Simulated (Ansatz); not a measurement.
F$_{2}$H$_{5}$NO$_{2}$Si$_{2}$ (`O[SiH2]N[Si](O)(F)F`). Total charge 0; spin multiplicity 1. The geometry is a stationary point of PBE0-D4/def2-TZVP. It is one conformer, not always the lowest.

```xyz
12

O     0.527   -2.220    0.274
Si    1.370   -0.896    0.738
N     0.436    0.514    0.359
Si   -0.864    0.678   -0.700
O    -1.550    2.117   -0.425
F    -1.896   -0.511   -0.480
F    -0.475    0.551   -2.231
H    -0.399   -2.277    0.518
H     1.655   -0.841    2.197
H     2.642   -0.973   -0.014
H     0.672    1.360    0.860
H    -2.120    2.498   -1.095
```

(1) What is the dipole moment at B3LYP/def2-TZVPP? (Best estimate.)

(2) And with PBE, r2SCAN, ωB97M-V? (Best estimate.)

(3) Give the Mulliken charges with B3LYP, r2SCAN, ωB97M-V in def2-TZVPP. (Estimate.)

## Answers

(1) The calculation gave: 2.43 D, with components (-0.75, 2.09, 0.98) D in this frame, pointing from negative to positive charge.

(2) Computed: PBE 2.35 D, r2SCAN 2.41 D, ωB97M-V 2.44 D.

(3) Ansatz gave: 
```tsv
atom	B3LYP	r2SCAN	ωB97M-V
O1	-0.40	-0.41	-0.39
Si2	0.54	0.58	0.47
N3	-0.33	-0.38	-0.33
Si4	0.86	0.87	0.84
O5	-0.39	-0.40	-0.37
F6	-0.32	-0.32	-0.31
F7	-0.31	-0.30	-0.30
H8	0.19	0.21	0.19
H9	-0.10	-0.11	-0.06
H10	-0.08	-0.09	-0.04
H11	0.13	0.15	0.11
H12	0.20	0.21	0.19
```

B3LYP here is the variant with VWN-RPA as its local correlation; programs differ in this.
